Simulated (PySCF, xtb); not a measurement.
Cl3HSi, SMILES Cl[SiH](Cl)Cl (connectivity only; charge and spin as stated), charge +1, multiplicity 2.

Harmonic wavenumbers (cm⁻¹) from GFN2-xTB (xtb) at its own minimum, in rising order: 126, 126, 193, 257, 258, 387, 558, 558, 1847.

Problem. What does r2SCAN-D4/def2-SVP run with PySCF give at its own minimum? (Estimate from the structure and the level; the computed values follow.)

Solution. 169, 169, 215, 308, 308, 412, 658, 658, 1518. Paired by order, the mean absolute difference is 85 cm⁻¹ and the zero-point energies are 6.2 and 6.3 kcal/mol.
